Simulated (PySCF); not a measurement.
C₄H₉NOSi.
Numbering: `[CH2:1]=[N:2][C@H:3]1[CH2:4][CH2:5][SiH2:6][O:7]1` (hydrogens: H8, H9 on C1; H10 on C3; H11, H12 on C4; H13, H14 on C5; H15, H16 on Si6)

The same species was optimised twice, with GFN2-xTB and with PBE0-D3(BJ)/def2-SVP (PySCF), and the same property calculations (PySCF, gas phase) were run on both structures.

```tsv
coordinate	GFN2-xTB	PBE0-D3(BJ)/def2-SVP	change
Si6–O7 (Å)	1.635	1.691	+0.056
C5–Si6 (Å)	1.906	1.885	-0.021
N2–C3 (Å)	1.421	1.438	+0.017
C1=N2 (Å)	1.251	1.263	+0.012
C4–C5 (Å)	1.528	1.536	+0.008
C3–O7 (Å)	1.409	1.414	+0.005
C3–C4 (Å)	1.540	1.539	-0.001
C1–N2–C3 (°)	123.0	119.9	-3.1
C3–O7–Si6 (°)	114.7	112.7	-2.0
C4–C5–Si6 (°)	101.5	100.2	-1.3
C3–C4–C5 (°)	106.9	107.9	+1.0
C5–Si6–O7 (°)	94.8	95.6	+0.8
N2–C3–C4 (°)	108.6	109.4	+0.8
N2–C3–O7 (°)	115.6	115.0	-0.6
C4–C3–O7 (°)	108.5	108.3	-0.2
C1–N2–C3–C4 (°)	-119	-124	-5
```

Rotational constants: A = 3483, B = 2040, C = 1697 MHz (GFN2-xTB) against A = 3501, B = 1999, C = 1666 MHz (PBE0-D3(BJ)/def2-SVP). Point groups within 0.08 Å: C1 and C1.

On the GFN2-xTB structure: lowest singlet, TDDFT (eV) 5.07 [wB97X-D/def2-SVPD]; lowest triplet, Tamm–Dancoff (eV) 4.34 [wB97X-D/def2-SVPD]; isotropic polarisability (au) 78.6 [wB97X-D/def2-SVPD]; HOMO (eV) -9.27 [wB97X-D/def2-SVPD]; LUMO (eV) 1.49 [wB97X-D/def2-SVPD]; dipole (D) 1.32 [wB97X-D/def2-SVPD]; HOMO (eV) -7.31 [PBE0/pcSseg-1]; LUMO (eV) -0.22 [PBE0/pcSseg-1]; dipole (D) 1.37 [PBE0/pcSseg-1]; GIAO shielding of C1 (ppm) 36.5 [PBE0/pcSseg-1]; GIAO shielding of N2 (ppm) -142.8 [PBE0/pcSseg-1]; GIAO shielding of C3 (ppm) 88.9 [PBE0/pcSseg-1]; GIAO shielding of C4 (ppm) 153.2 [PBE0/pcSseg-1]; GIAO shielding of C5 (ppm) 180.0 [PBE0/pcSseg-1]; GIAO shielding of Si6 (ppm) 351.5 [PBE0/pcSseg-1]; GIAO shielding of O7 (ppm) 279.7 [PBE0/pcSseg-1].

What do these properties become on the PBE0-D3(BJ)/def2-SVP structure?

```tsv
property	level	on GFN2-xTB	on PBE0-D3(BJ)/def2-SVP	change
lowest singlet, TDDFT (eV)	wB97X-D/def2-SVPD	5.07	5.10	+0.03
lowest triplet, Tamm–Dancoff (eV)	wB97X-D/def2-SVPD	4.34	4.36	+0.02
isotropic polarisability (au)	wB97X-D/def2-SVPD	78.6	80.3	+1.7
HOMO (eV)	wB97X-D/def2-SVPD	-9.27	-9.36	-0.09
LUMO (eV)	wB97X-D/def2-SVPD	1.49	1.42	-0.07
dipole (D)	wB97X-D/def2-SVPD	1.32	1.33	+0.01
energy, GFN2-xTB geometry as zero (kcal/mol)	wB97X-D/def2-SVPD	0.0	-3.2	-3.2
HOMO (eV)	PBE0/pcSseg-1	-7.31	-7.39	-0.08
LUMO (eV)	PBE0/pcSseg-1	-0.22	-0.29	-0.07
dipole (D)	PBE0/pcSseg-1	1.37	1.38	+0.01
energy, GFN2-xTB geometry as zero (kcal/mol)	PBE0/pcSseg-1	0.0	-2.7	-2.7
GIAO shielding of C1 (ppm)	PBE0/pcSseg-1	36.5	30.1	-6.4
GIAO shielding of N2 (ppm)	PBE0/pcSseg-1	-142.8	-146.5	-3.7
GIAO shielding of C3 (ppm)	PBE0/pcSseg-1	88.9	88.7	-0.2
GIAO shielding of C4 (ppm)	PBE0/pcSseg-1	153.2	150.8	-2.4
GIAO shielding of C5 (ppm)	PBE0/pcSseg-1	180.0	179.7	-0.3
GIAO shielding of Si6 (ppm)	PBE0/pcSseg-1	351.5	346.5	-5.0
GIAO shielding of O7 (ppm)	PBE0/pcSseg-1	279.7	273.8	-5.9
```

The heavy atoms differ by 0.042 Å rms after alignment. Among bonds between heavy atoms Si6–O7 changes most (+0.056 Å). Changes are differences of the printed values. Neither structure is proved a minimum here.

wB97X-D is run here without its empirical dispersion term; that term would change no orbital, density or response property at a fixed geometry.
